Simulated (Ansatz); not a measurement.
Species: C6H11, charge 0, multiplicity 2. It need not be the lowest isomer of its formula. 
Geometry from a B3LYP-D3(BJ)/def2-TZVP (Ansatz, an electronic-structure program) optimisation:
```xyz
17

C      2.7762     0.3151     0.6066
C      1.4868     0.7051    -0.1100
C      0.5004    -0.4605    -0.2288
C     -0.7558    -0.0848    -0.9864
C     -1.9688    -0.0857    -0.4991
C     -2.7020    -0.3828     0.7345
H      3.4618     1.1611     0.6812
H      2.5714    -0.0377     1.6204
H      3.2937    -0.4880     0.0763
H      0.9993     1.5287     0.4190
H      1.7194     1.0807    -1.1113
H      0.2416    -0.8249     0.7684
H      0.9924    -1.2915    -0.7474
H     -0.5989     0.2251    -2.0196
H     -2.0229    -0.7092     1.5352
H     -3.2424     0.4953     1.0969
H     -3.4361    -1.1775     0.5795
```
Charge 0, spin multiplicity 2.

Wanted: atomisation energy (electronic, to ground-state atoms), in eV. Valence correlation only, unless marked. Open shells are spin-unrestricted. No spin-orbit coupling. No relativistic terms. The coupled-cluster limit lacks core correlation, which all-electron functionals hold. Basis-set limits of correlation are two-point, X^-3; Hartree-Fock from the larger set. [CCSD(T)-MP2]/basis is that difference in the basis named.

```csv
level,program,atomisation energy (eV)
HF/6-31G,Ansatz,51.77
PBE/def2-TZVPD,Ansatz,71.98
```

Q: What does RI-MP2/CBS(cc-pVTZ,cc-pVQZ)+[CCSD(T)-MP2]/cc-pVTZ (Ansatz) give?

A: 70.61 eV
